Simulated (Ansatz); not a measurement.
Computed with Ansatz on PBE0-D4/def2-TZVP structures; ΔE is electronic, products minus reactants. CCSD(T)/CBS adds triple-zeta CCSD(T) − MP2 to the extrapolated MP2 energy (def2 sets, frozen cores). Functionals use def2-TZVPP. HSE06 is defined as in plane-wave codes. For Ge outer-core shells are correlated without core-valence functions, which leaves a few kJ/mol of doubt a bond. Scalar relativity is left out up to krypton. One conformer a species, not always the lowest.

Consider the isomerisation: `C=CC[NH][GeH3]` → `C[CH](C)[Ge][NH2]`.

```tsv
level	ΔE (kcal/mol)
HSE06-D4	-27.5
HSE06	-26.6
```

Problem. What does CCSD(T)/CBS give? (Estimate.)

Solution. Ansatz gave: -27.3 kcal/mol. The listed levels differ from it by -0.2, 0.7 kcal/mol.

Problem. What do rigid-rotor, harmonic-oscillator terms from PBE0-D4/def2-TZVP frequencies (298.15 K, 1 bar) make of the CCSD(T)/CBS value? (Estimate.)

Solution. Computed: ΔZPE = +4.9 kcal/mol, ΔH = -22.1 kcal/mol, ΔS = 6 J/(mol·K), ΔG = -22.6 kcal/mol. Modes under 50 cm⁻¹ make the entropy rough.

Largest T1 diagnostic among the species: 0.013.

In def2-TZVPP, CCSD(T) changes the Hartree–Fock value by −6.6 kcal/mol (the triples alone add −0.4 kcal/mol) and MP2 by −8.3 kcal/mol. From PBE to PBE0 (25 % exact exchange), in def2-TZVPP and without D4, ΔE moves by +1.5 kcal/mol. The D4 term adds −1.9 kcal/mol with B3LYP and −1.0 kcal/mol with PBE0; it sums over pairs of atoms, weighted by their polarisabilities, and B3LYP, whose exchange is more repulsive, gets the larger term.

B3LYP here is the variant with VWN-RPA as its local correlation; programs differ in this.

CCSD(T)/CBS has its own doubt, a few kJ/mol and more with outer-core shells, so smaller differences from it don't rank the levels.
